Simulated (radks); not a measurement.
Task: The strontium ion Sr2+, [Kr]. Calculated with a radial shooting solver on a logarithmic mesh with Libxc functionals: non-relativistic Kohn-Sham, exchange-only PBE, spin-polarised, spherical densities, point nucleus. Every spin shell is full or empty, so the densities are truly spherical. Functionals are evaluated on that one density, not self-consistently. Rank these exchange functionals by their error against the exact value of the orbitals, and give that value: LDA, B88, PBE, revPBE, PW91, OPTX, AM05, SOGGA, G96, revTPSS, SCAN, r2SCAN, Tao-Mo.

Result: Exact: -101.611 hartree. From best to worst, with 100 (|E| - |E exact|)/|E exact| (equal figures are ties): PW91 -0.01, r2SCAN -0.04, B88 +0.04, SCAN +0.24, revPBE -0.26, G96 +0.32, PBE -0.44, Tao-Mo -0.71, revTPSS -0.84, OPTX +0.91, SOGGA -2.52, AM05 -5.02, LDA -5.45.
